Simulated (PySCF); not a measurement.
Static response to an electric field

Compound: CH6NPSi.
Structure used (GFN2-xTB), in Å, numbered top down from 1:
```
atom  x, y, z in Å
N1    -1.909   -1.176   -0.016
C2    -0.964   -0.588   -0.598
Si3    0.031    0.944   -0.023
P4     2.091    0.345    0.633
H5    -2.205   -0.760    0.868
H6    -0.663   -1.050   -1.540
H7     0.151    1.877   -1.144
H8    -0.653    1.546    1.126
H9     2.423   -0.287   -0.553
H10    1.707   -0.846    1.225
```

Level: CAM-B3LYP/def2-SVPD (PySCF), static field, nuclei fixed, core orbitals frozen in the response. The polarisability tensor in these axes (au):

```
x   90.50  6.66  2.08
y    6.66 69.19  0.21
z    2.08  0.21 65.60
```

Give the principal values, the mean and the anisotropy Δα = √{½[(α1 − α2)² + (α2 − α3)² + (α1 − α3)²]}.

Principal values 65.37, 67.34 and 92.57 au; mean 75.10 au = 11.13 Å³ = 12.38 × 10⁻⁴⁰ C²·m²/J; Δα = 26.27 au (35 % of the mean).

What is the dipole moment, and where does it point?

(0.74, 1.06, 0.05) D, 1.30 D in size, pointing from the negative to the positive side. Measured along this direction, the outermost atoms are N1 at the negative end and H7 and P4 at the positive end.

Find the Langevin capture rate constant for NH4+ (18.034 u) meeting this molecule (91.001 u), k = 2.342 × 10⁻⁹ cm³/s × √(α in Å³ / reduced mass in u).

The reduced mass is 15.05 u, so k = 2.01 × 10⁻⁹ cm³/s. The formula leaves out the permanent dipole, which adds to the capture rate.

Directions of the eigenvectors, and the extent of the frame along each?

Largest value along (0.96, 0.27, 0.08), where the nuclei span 4.46 Å; middle along (-0.26, 0.95, -0.19), 3.43 Å; least along (-0.12, 0.16, 0.98), 3.03 Å. The response follows the extents in order.

What are the principal values of the traceless quadrupole moment, Θ = ½Σq(3rr − r²1), about the centre of nuclear charge?

-13.69, 4.47, 9.21 D·Å. The values depend on the origin, since the dipole doesn't vanish. The electronic extent ⟨r²⟩ about the same centre is 655 bohr², a root-mean-square distance of 1.95 Å for the 48 electrons.

The structure is a single GFN2-xTB conformer in the gas phase; no vibrational or solvent corrections.
